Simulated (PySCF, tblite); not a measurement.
Isomers of C7H9O (doublet state). Computed with GFN2-xTB (tblite): harmonic, unscaled wavenumbers at the GFN2-xTB geometry, gas phase. This tight-binding method is rough: wavenumbers can miss measured ones by several per cent, in bad cases by 10 to 20. One conformer each. Open shells enter through the occupations alone, without spin polarisation, and single modes of such species can be off by tens of per cent.

Electronic energies: B3LYP/pcH-1 single points on the GFN2-xTB geometries (PySCF, gas phase).

| SMILES | electronic energy, lowest = 0 (kJ/mol) |
| --- | --- |
| O=CC1=CCCC[CH]1 | 0.0 |
| C=C[C@@]1(C)[CH][C@@H]1C=O | 215.5 |
| [H]/[C]=C1/CCC=COC1 | 228.7 |

Problem. How do GFN2-xTB zero-point energies change the relative energies?

Solution. 
```json
{"SMILES": "O=CC1=CCCC[CH]1", "ZPE (kJ/mol)": "362.7", "of it from modes above 1550 cm⁻¹": "169.7", "electronic (kJ/mol)": "0.0", "with ZPE, lowest = 0 (kJ/mol)": "0.0", "lowest mode (cm⁻¹)": "87", "rings": "1"}
{"SMILES": "C=C[C@@]1(C)[CH][C@@H]1C=O", "ZPE (kJ/mol)": "353.6", "of it from modes above 1550 cm⁻¹": "183.9", "electronic (kJ/mol)": "215.5", "with ZPE, lowest = 0 (kJ/mol)": "206.3", "lowest mode (cm⁻¹)": "74", "rings": "1"}
{"SMILES": "[H]/[C]=C1/CCC=COC1", "ZPE (kJ/mol)": "362.7", "of it from modes above 1550 cm⁻¹": "182.3", "electronic (kJ/mol)": "228.7", "with ZPE, lowest = 0 (kJ/mol)": "228.6", "lowest mode (cm⁻¹)": "54", "rings": "1"}
```

The zero-point energies span 9.1 kJ/mol, from `C=C[C@@]1(C)[CH][C@@H]1C=O` to `O=CC1=CCCC[CH]1`. The order is unchanged.

Problem. And how do the electronic energies of GFN2-xTB itself compare?

Solution. `O=CC1=CCCC[CH]1` 0.0; `C=C[C@@]1(C)[CH][C@@H]1C=O` 219.3; `[H]/[C]=C1/CCC=COC1` 178.7 kJ/mol, lowest = 0. Against the energies above, taken from the same isomer `O=CC1=CCCC[CH]1`, the largest difference is 50.0 kJ/mol.

Problem. What do entropy and thermal enthalpy add at 298.15 K and 1 bar (rigid rotor, harmonic oscillator, one conformer each)?

Solution. 
```csv
SMILES,point group,symmetry number,S (J/(mol K)),H − H(0) (kJ/mol),ZPE + H − H(0) − TS (kJ/mol)
O=CC1=CCCC[CH]1,C1,1,364.0,22.69,276.9
C=C[C@@]1(C)[CH][C@@H]1C=O,C1,1,384.7,25.78,264.7
[H]/[C]=C1/CCC=COC1,C1,1,361.1,22.33,277.4
```

S holds R ln(2S + 1) for the spin.
